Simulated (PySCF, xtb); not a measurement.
fulvene (C6H6), SMILES C1C=CC(=C)C=1.

GFN2-xTB (xtb) at its own geometry gives an orbital gap of 2.34 eV and a dipole moment of 0.73 D.

Geometry optimised at PBE0-D3(BJ)/def2-SVP.

What does HF/def2-TZVP (PySCF) give? (An estimate is asked for; the answer gives what the named calculation found.)

gap 10.07 eV (levels -8.39 and 1.68 eV), dipole 0.51 D.
